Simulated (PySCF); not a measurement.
Be(Br)(SMe) (CH3BeBrS), SMILES C[S][Be][Br].

Geometry optimised at PBE0-D3(BJ)/def2-SVP. Other conformers were not sampled.

The numbers are results of PBE0/def2-TZVPD in PySCF, not measurements.

Symmetry labels are those of the subgroup Cs that the program uses (full group Cs).

Computed valence orbital energies around the gap with their symmetry:
```csv
orbital,symmetry,energy (eV)
HOMO−7,A',-12.47
HOMO−6,A",-12.29
HOMO−5,A',-10.87
HOMO−4,A',-10.59
HOMO−3,A",-8.93
HOMO−2,A',-8.92
HOMO−1,A',-8.61
HOMO,A",-7.26
LUMO,A',-1.09
LUMO+1,A',-0.45
LUMO+2,A",-0.23
LUMO+3,A',0.56
```
